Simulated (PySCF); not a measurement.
Spin states of WF

Unrestricted PBE0; W def2-TZVPPD with ECP60, F def2-TZVPPD; scalar-relativistic core potentials (PySCF 2.14). Outer shells of the fragments: W 5d4 6s2; F 2s2 2p5.

Followed along the bond (rough minima from three points):

```json
{"2Ms+1": "6", "unpaired": "σ ↑, π ↑↑, δ ↑↑", "⟨S²⟩ at the start": "8.76", "R at minimum (Å)": "1.90", "Te (eV)": "0.00"}
{"2Ms+1": "4", "unpaired": "π ↑↑, δ ↑", "⟨S²⟩ at the start": "3.76", "R at minimum (Å)": "1.87", "Te (eV)": "1.23"}
{"2Ms+1": "6", "unpaired": "σ ↑↑, π ↑, δ ↑↑", "⟨S²⟩ at the start": "8.76", "R at minimum (Å)": "1.95", "Te (eV)": "1.25"}
{"2Ms+1": "4", "unpaired": "σ ↑, π ↑↓, δ ↑↑", "⟨S²⟩ at the start": "4.75", "R at minimum (Å)": "1.89", "Te (eV)": "1.41"}
{"2Ms+1": "2", "unpaired": "π ↑↓, δ ↑", "⟨S²⟩ at the start": "2.55", "R at minimum (Å)": "1.88", "Te (eV)": "1.42"}
{"2Ms+1": "4", "unpaired": "π ↑, δ ↑↑", "⟨S²⟩ at the start": "3.86", "R at minimum (Å)": "none in the scan", "Te (eV)": "≤ 0.83"}
```

Solutions found at the starting distance of 1.900 Å, counted from the lowest of them; the search is not exhaustive and high or unbound solutions are not listed, so other states can lie among these:

| 2Ms+1 | unpaired | term | E (eV) | ⟨S²⟩ | ⟨Lz²⟩ | μ (D) |
| --- | --- | --- | --- | --- | --- | --- |
| 6 | σ ↑, π ↑↑, δ ↑↑ | ⁶Σ⁺ | 0.00 | 8.76 | 0.00 | -2.76 |
| 4 | π ↑, δ ↑↑ | mixed | 0.88 | 3.86 | 1.25 | -2.02 |
| 4 | π ↑↑, δ ↑ | ⁴Δ | 1.24 | 3.76 | 4.00 | -2.47 |
| 6 | σ ↑↑, π ↑, δ ↑↑ | ⁶Π | 1.28 | 8.76 | 1.00 | -0.41 |
| 4 | σ ↑, π ↑↓, δ ↑↑ | mixed | 1.41 | 4.75 | 2.03 | -2.81 |
| 2 | π ↑↓, δ ↑ | mixed | 1.42 | 2.55 | 6.44 | -2.46 |
| 2 | π ↑, δ ↑↓ | mixed | 1.59 | 1.77 | 8.99 | -2.28 |
| 2 | π ↓, δ ↑↑ | mixed | 1.63 | 2.02 | 1.01 | -1.50 |
| 4 | σ ↓, π ↑↑, δ ↑↑ | mixed | 1.80 | 4.75 | 0.00 | -2.71 |
| 2 | π ↑↓, δ ↑ | mixed | 1.96 | 1.78 | 6.18 | -2.21 |

A term symbol is given only where ⟨S²⟩ and ⟨Lz²⟩ are close to those of a pure state; real π, δ and φ orbitals otherwise mix terms. A positive dipole means W(−)F(+).

Spin–orbit coupling is left out. With d or f electrons several states lie close, and the lowest PBE0 determinant need not be the measured ground state.
